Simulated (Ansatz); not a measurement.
Geometry optimisation, Ansatz 0.2.0, RHF/def2-SVP.

The input (input.yaml):

```yaml
crystal:
  periodic: [false, false, false]
  atoms:
    - { symbol: Ge, position_ang: [0.0, 0.0, 0.0] }
    - { symbol: O, position_ang: [0.0, 0.0, 2.12] }
    - { symbol: H, position_ang: [-0.9095, -0.2814, 2.4571] }
    - { symbol: Cl, position_ang: [2.0935, 0.0, -0.7393] }
    - { symbol: Cl, position_ang: [-1.0456, 1.8115, -0.7393] }
    - { symbol: O, position_ang: [-0.8337, -1.4443, -0.5894] }
    - { symbol: H, position_ang: [-1.2883, -1.91, 0.183] }
    - { symbol: Cl, position_ang: [1.3216, 1.9931, 0.7946] }
    - { symbol: H, position_ang: [0.6966, 1.0505, 1.9346] }
basis:
  gaussian: { orbitals: def2-SVP }
hamiltonian:
  xc: hf
relax:
  f_tol: 0.15
  max_steps: 25
  restrain:
    - { distance: [0, 7], at: 2.22, k: 30.0 }
    - { distance: [8, 1], at: 1.01, k: 30.0 }
    - { distance: [0, 1], at: 2.97, k: 30.0 }
    - { distance: [8, 7], at: 2.57, k: 30.0 }
```

Launched with:

```bash
$ ansatz run input.yaml --threads 4 --pin off --max-ram 5120MiB --backend cpu --events-out ev --progress --plain --runs-dir out
```

Task: Where does it end, and by what steps?

Result: The run converged. The restraints hold the end off the free minimum; the threshold counts their pulls, which the force column leaves out. Restrained pairs: Ge1–Cl8 (2.52 → 2.20 Å), O2–H9 (1.27 → 0.97 Å), Ge1–O2 (2.12 → 2.98 Å), Cl8–H9 (1.61 → 2.57 Å). After 17 steps the energy has fallen by 4.933 eV (the restraints' own energy left out); Cl4 moved furthest, 1.71 Å.

```csv
step,energy less start (eV),largest force component (eV/Å),accepted
0,0.0000,4.473,yes
1,0.0208,3.358,yes
2,-0.4326,3.211,yes
3,-1.5202,2.327,yes
4,-2.6881,1.238,yes
5,-3.3254,2.885,yes
6,-3.7637,2.272,yes
7,-4.1341,1.302,yes
8,-4.3719,1.662,yes
9,-4.5432,1.747,yes
10,-4.6833,1.642,yes
11,-4.7998,1.455,yes
12,-4.8858,1.201,yes
13,-4.9215,0.986,yes
14,-4.9280,0.978,yes
15,-4.8788,1.956,no
16,-4.9315,0.966,yes
17,-4.9332,1.032,yes
```

```xyz
9
Properties=species:S:1:pos:R:3
Ge 0.463 0.259 -0.487
O -0.745 -0.051 2.217
H -1.533 0.420 2.448
Cl 1.503 0.183 -2.338
Cl -1.281 1.459 -0.748
O 0.137 -1.364 -0.031
H -0.286 -1.418 0.820
Cl 1.780 1.283 0.942
H -0.004 0.447 2.597
```

The run took 34 s on 4 threads of Arm Neoverse V1, on a shared host, peak memory 0.36 GiB.
